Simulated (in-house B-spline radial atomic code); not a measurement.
Radial electron density of the manganese ion Mn³⁺, [Ar] 3d4. All numbers are computed (scalar-relativistic (X2C) BHandHLYP, spin-polarised, spherical fractional occupations, exact exchange averaged over the configuration; Fermi nucleus of rms radius 3.7057 fm) with a B-spline radial code for spherical atoms, not measured.

Columns: r (bohr), 4πr²n(r) (electrons per bohr), bar.

```
 0.00234    0.824 #
  0.0028    1.131 ##
 0.00335    1.544 ##
   0.004    2.093 ###
 0.00479    2.833 ####
 0.00572     3.79 #####
 0.00685    5.051 #######
 0.00819    6.646 #########
 0.00979    8.635 ###########
  0.0117    11.05 ###############
   0.014    13.92 ###################
  0.0167    17.11 #######################
    0.02    20.59 ###########################
  0.0239    23.99 ################################
  0.0286    27.01 ####################################
  0.0343     29.2 #######################################
   0.041    30.09 ########################################
   0.049    29.54 #######################################
  0.0586    27.71 #####################################
  0.0701    25.31 ##################################
  0.0838    23.46 ###############################
     0.1    23.28 ###############################
    0.12    25.36 ##################################
   0.143    28.93 ######################################
   0.171    32.29 ###########################################
   0.205    33.08 ############################################
   0.245    29.87 ########################################
   0.293    23.43 ###############################
   0.351    16.44 ######################
   0.419    12.18 ################
   0.501    11.67 ################
   0.599     13.5 ##################
   0.717     14.8 ####################
   0.857    13.71 ##################
    1.03    10.34 ##############
    1.23    6.495 #########
    1.47    3.386 #####
    1.75     1.51 ##
     2.1   0.5456 #
    2.51   0.1678 
       3  0.04121 
    3.59 0.007415
```

On this grid the curve has 3 maxima, near 0.041, 0.205, 0.717 bohr.

The 3d up radial function P(r) = rR(r), positive near the nucleus:

```
r (bohr)         P
  0.0239  0.001586
  0.0343  0.004281
   0.049   0.01107
  0.0701   0.02755
     0.1   0.06437
   0.143    0.1403
   0.205     0.279
   0.293    0.4887
   0.419     0.739
   0.599    0.9337
   0.857    0.9526
    1.23    0.7603
    1.75    0.4602
    2.51    0.1862
    3.59   0.04237
```
